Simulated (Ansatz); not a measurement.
```yaml
crystal:
  periodic: [false, false, false]
  atoms:
    - {symbol: W, position_ang: [-0.305505, -0.755188, -0.477383]}
    - {symbol: W, position_ang: [0.512940, 1.333732, -0.286850]}
    - {symbol: H, position_ang: [1.124117, -1.210006, -1.131117]}
    - {symbol: H, position_ang: [-1.175324, 1.714748, 0.376095]}
    - {symbol: H, position_ang: [-0.327545, -0.896863, 1.431564]}
basis:
  gaussian: {orbitals: def2-TZVP}
magnetization: {spin_polarized: true, initial_magnetization: 1}
hamiltonian: {xc: {name: CAM-B3LYP}, dispersion: d3bjatm}
output: {forces: true}
```

```sh
$ ansatz run in.yaml --threads 4 --pin off --events-out ev --progress --plain --max-ram 3916MiB
```

Shortened log:

```
Functional definition: CAM-B3LYP
893 factors; integrals over basis functions are off by at most 1.3e-3 eV
223 factors; integrals over basis functions are off by at most 1.6e-5 eV
mean field evaluation 1: about -3686.6554 eV, gradient 3.1e1 eV
mean field evaluation 2: about -3658.4556 eV, gradient 8.5e1 eV
mean field evaluation 4: about -3690.8410 eV, gradient 3.2e0 eV
mean field evaluation 8: about -3691.0225 eV, gradient 6.7e-1 eV
mean field evaluation 16: about -3691.7346 eV, gradient 1.7e0 eV
mean field evaluation 32: about -3477.5590 eV, gradient 6.1e2 eV
mean field evaluation 64: about -3649.8958 eV, gradient 6.4e2 eV
mean field evaluation 96: about -3691.4497 eV, gradient 1.0e-1 eV
mean field evaluation 128: about -3691.4557 eV, gradient 7.6e-5 eV
mean field evaluation 160: about -3691.8158 eV, gradient 1.3e-1 eV
mean field evaluation 192: about -3691.3681 eV, gradient 6.6e-1 eV
mean field evaluation 224: about -3691.4131 eV, gradient 9.5e-1 eV
mean field -3691.81745900 eV, -135.6717892145 hartree, gradient 2.1e-5 eV, S^2 1.899894; 10 other end points of the search recorded, 0 dependent functions left out
reference -3691.81757518 eV, -135.6717934839 hartree; 16, 15 occupied and 82, 83 virtual orbitals, 893 factors
Total energy: -3691.93879764 eV, -135.6762483272 hartree
Atom 0 at    -0.305505    -0.755188    -0.477383 Å, force    -0.064113     1.684552     2.566971 eV/Å
Atom 1 at     0.512940     1.333732    -0.286850 Å, force    -2.327483    -0.940673     0.440813 eV/Å
Atom 2 at     1.124117    -1.210006    -1.131117 Å, force     1.056363    -0.715101    -0.655717 eV/Å
Atom 3 at    -1.175324     1.714748     0.376095 Å, force     1.437994    -0.018295    -0.497644 eV/Å
Atom 4 at    -0.327545    -0.896863     1.431564 Å, force    -0.102762    -0.010483    -1.854423 eV/Å
Dipole moment:     0.106871     0.087374    -0.382172 e Å
```

Hardware: 4 threads of Arm Neoverse V2 on a shared host. Wall time 17 s.

In the def2 sets W takes a core potential; there is no spin–orbit coupling. The charge 0 doublet is spin-contaminated (final ⟨S²⟩ up to 1.90, 0.75 for a pure state).
